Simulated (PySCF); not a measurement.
C2H6F2OSi.

```xyz
12

O     -2.5050     0.2846     0.5603
C     -1.3248    -0.5139     0.4672
Si     0.1324     0.4328    -0.2686
F     -0.0898     0.6929    -1.8673
C      1.7385    -0.5565    -0.0641
F      1.8724    -0.7817     1.3152
H     -2.3264     1.0038     1.1848
H     -1.0310    -0.9569     1.4417
H     -1.5750    -1.3651    -0.1888
H      0.2534     1.7572     0.3935
H      1.7054    -1.5335    -0.5784
H      2.6339    -0.0201    -0.4239
```

Geometry: TPSSh-D3(BJ)/def2-SVP. The structure was generated by enumeration; whether it is a known compound was not checked. One conformer was computed; it need not be the lowest.

All values below come from PBE/pcSseg-1 in PySCF. Non-relativistic, no solvent.

Computed absolute GIAO shielding of each atom: isotropic value and principal components (ppm):
```json
[
 {"atom": "O1", "σ(iso)": "328.8", "σ11": "274.4", "σ22": "293.9", "σ33": "418.0", "span": "143.6"},
 {"atom": "C2", "σ(iso)": "121.1", "σ11": "89.6", "σ22": "104.9", "σ33": "168.7", "span": "79.1"},
 {"atom": "Si3", "σ(iso)": "323.0", "σ11": "263.3", "σ22": "342.9", "σ33": "362.9", "span": "99.6"},
 {"atom": "F4", "σ(iso)": "376.9", "σ11": "364.7", "σ22": "373.6", "σ33": "392.3", "span": "27.6"},
 {"atom": "C5", "σ(iso)": "101.2", "σ11": "54.0", "σ22": "69.5", "σ33": "180.0", "span": "126.0"},
 {"atom": "F6", "σ(iso)": "469.6", "σ11": "426.0", "σ22": "464.7", "σ33": "518.0", "span": "92.1"},
 {"atom": "H7", "σ(iso)": "32.1", "σ11": "22.8", "σ22": "30.2", "σ33": "43.3", "span": "20.5"},
 {"atom": "H8", "σ(iso)": "27.3", "σ11": "22.5", "σ22": "27.3", "σ33": "32.2", "span": "9.7"},
 {"atom": "H9", "σ(iso)": "27.4", "σ11": "23.7", "σ22": "27.1", "σ33": "31.2", "span": "7.5"},
 {"atom": "H10", "σ(iso)": "26.1", "σ11": "23.5", "σ22": "24.5", "σ33": "30.3", "span": "6.8"},
 {"atom": "H11", "σ(iso)": "26.6", "σ11": "23.2", "σ22": "26.1", "σ33": "30.5", "span": "7.2"},
 {"atom": "H12", "σ(iso)": "26.3", "σ11": "22.9", "σ22": "25.6", "σ33": "30.4", "span": "7.5"}
]
```
